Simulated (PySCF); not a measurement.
A PySCF script (with the pyscf-properties extension) for the NMR shieldings of SMILES C(C=C)[Si@@H](F)C(F)(F)Cl, C4H6ClF3Si, on a GFN2-xTB geometry:

```python
import basis_set_exchange as bse
import numpy as np
from pyscf import gto, dft
from pyscf.prop import nmr

atoms = """
C    -2.801282    0.572655    0.349784
C    -1.880880   -0.273082   -0.072385
C    -0.528831    0.134077   -0.570761
Si    0.851440   -0.427700    0.601018
F     0.917144   -2.033177    0.630264
C     2.567135    0.081053   -0.166858
F     2.729156    1.425274   -0.177418
F     2.702867   -0.297375   -1.456716
Cl    3.920099   -0.620366    0.763695
H    -2.633860    1.637273    0.354363
H    -3.762290    0.238891    0.699828
H    -2.069532   -1.337261   -0.067465
H    -0.502501    1.216709   -0.705226
H    -0.358077   -0.322952   -1.551749
H     0.844998    0.013970    1.980783
"""
names = dict.fromkeys(["C", "Si", "F", "Cl", "H"], "pcSseg-1")
basis = {el: gto.basis.parse(bse.get_basis(n, elements=[el], fmt="nwchem")) for el, n in names.items()}
mol = gto.M(atom=atoms, basis=basis, charge=0, verbose=0)
mf = dft.RKS(mol, xc="PBE0")
mf.grids.level = 2
mf.grids.alignment = dft.numint.BLKSIZE   # the property module wants whole blocks of grid points
mf.conv_tol = 1e-9
mf.kernel()

calc = nmr.RKS(mf)   # GIAO
C = mf.mo_coeff
Co = C[:, mf.mo_occ > 0]
resp = mf.gen_response(singlet=True, hermi=2)
def vind(x):   # induced exchange potential for any number of trial vectors
    d = np.einsum("pi,xij,qj->xpq", C, 2 * x.reshape(-1, C.shape[1], Co.shape[1]), Co, optimize=True)
    return np.einsum("xpq,pi,qj->xij", resp(d - d.transpose(0, 2, 1)), C, Co, optimize=True).ravel()
mo1, _ = nmr.rhf.solve_mo1(calc, with_cphf=vind)
sigma = calc.kernel(mo1)
for i, s in enumerate(sigma):   # ppm
    print("%2d %-2s %9.2f" % (i, mol.atom_pure_symbol(i), np.trace(s) / 3))
```

Question: What are the results?

Answer: 
```
 0 C      62.06
 1 C      49.68
 2 C     160.69
 3 Si    347.89
 4 F     380.43
 5 C      44.55
 6 F     248.33
 7 F     246.21
 8 Cl    607.20
 9 H      26.18
10 H      26.26
11 H      25.54
12 H      29.87
13 H      29.26
14 H      26.92
```

These numbers come from an equivalent density-fitted implementation of the same equations, which agrees with the script to about 0.01 ppm for H and up to a few tenths of a ppm for heavy atoms, so last digits may differ.

Question: Turn these shieldings into chemical shifts. Chemical shifts δ = σref − σ; ¹³C (186.93 ppm) and ²⁹Si (349.16 ppm) and ¹H (31.72 ppm) vs TMS; ¹⁹F (170.95 ppm) against CFCl3; HCl for ³⁵Cl (949.78 ppm), all at this level.

Answer: Averaging equivalent atoms: C 5: 142.4; C 1: 137.2; C 0: 124.9; C 2: 26.2; Si 3: 1.3; F 7: -75.3; F 6: -77.4; F 4: -209.5; Cl 8: 343; H 11: 6.18; H 9: 5.53; H 10: 5.46; H 14: 4.80; H 13: 2.45; H 12: 1.85 ppm. Unscaled 19F shifts against computed CFCl3 carry errors that often reach 10 to 50 ppm.

Size and cost of the density-fitted run: 197 basis functions, 59 s wall time on 1 thread of an Arm Neoverse N1, shared host; peak memory 0.86 GiB.
